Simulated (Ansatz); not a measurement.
Two isomers of CH7BSi2: A = `B1C[SiH2][SiH2]1`, B = `B1[SiH2]C[SiH2]1`.

Gas-phase electronic energies from Ansatz, PBE0-D4/def2-TZVP geometries. CCSD(T)/CBS adds triple-zeta CCSD(T) − MP2 to the extrapolated MP2 energy (def2 sets, frozen cores). DFT in def2-TZVPP. B3LYP here is the variant with VWN-RPA as its local correlation; programs differ in this.

Problem. Which isomer does CCSD(T)/CBS put lower? Give the gap. (Estimate.)

Solution. The calculation gave: A, by 43.6 kJ/mol.

Problem. Give E(B) − E(A) in kJ/mol with HF/def2-TZVPP, BLYP-D4, r2SCAN-D4, CCSD/def2-TZVPP, CCSD(T)/def2-SVP, B3LYP, LDA (SPW92). (Estimate.)

Solution. Ansatz gave: HF/def2-TZVPP 8.4, BLYP-D4 49.2, r2SCAN-D4 57.2, CCSD/def2-TZVPP 36.8, CCSD(T)/def2-SVP 52.2, B3LYP 44.1, LDA (SPW92) 73.2. None reverses the order clearly.

Problem. Does the order hold for the free energy at 298.15 K (harmonic terms from PBE0-D4)? (An estimate is asked.)

Solution. The calculation gave: Yes: G(B) − G(A) = +39.4 kJ/mol.

Largest T1 diagnostic: 0.015.

From BLYP to BHLYP (50 % exact exchange), in def2-TZVPP and without D4, E(B) − E(A) moves by −15.7 kJ/mol. Leaving LDA and LC-ωPBE aside and taking each functional with its dispersion term where it has one, the values, not all of them listed here, spread over 29.2 kJ/mol, from BHLYP-D4 to PBE-D4. LDA lies +10.8 kJ/mol from PBE without D4.
